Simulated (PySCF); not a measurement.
Spin states of KI⁺

Unrestricted PBE0; basis K x2c-SVPall, I x2c-SVPall; spin-free X2C with a Gaussian nucleus; PySCF 2.14. Outer shells of the fragments: K+ closed shells only; I 4d10 5s2 5p5.

Followed along the bond (rough minima from three points):

| 2Ms+1 | unpaired | ⟨S²⟩ at the start | R at minimum (Å) | Te (eV) |
| --- | --- | --- | --- | --- |
| 2 | π ↑ | 0.75 | 3.61 | 0.00 |
| 2 | σ ↑ | 0.75 | 4.03 | 0.34 |
| 4 | σ ↑, π ↑↑ | 3.75 | none in the scan | ≤ 6.24 |

Solutions found at the starting distance of 3.355 Å, counted from the lowest of them; the search is not exhaustive and high or unbound solutions are not listed, so other states can lie among these:

```tsv
2Ms+1	unpaired	term	E (eV)	⟨S²⟩	⟨Lz²⟩	μ (D)
2	π ↑	²Π	0.00	0.75	1.00	-10.53
2	σ ↑	²Σ⁺	0.38	0.75	0.00	-10.79
4	σ ↑, π ↑↑	⁴Σ⁻	6.78	3.75	0.00	-0.41
2	σ ↓, π ↑↑	mixed	6.88	1.75	0.00	0.05
4	σ ↑↑, π ↑	⁴Π	6.96	3.75	1.00	-0.54
2	σ ↑, π ↑↓	mixed	7.25	1.76	2.01	-0.20
```

A term symbol is given only where ⟨S²⟩ and ⟨Lz²⟩ are close to those of a pure state; real π, δ and φ orbitals otherwise mix terms. A positive dipole points towards I; it is taken about the centre of mass and depends on that origin.

Spin–orbit coupling is left out. Counting both spins, an empty level lies below a filled one in some of these solutions, because spin and occupation are held.
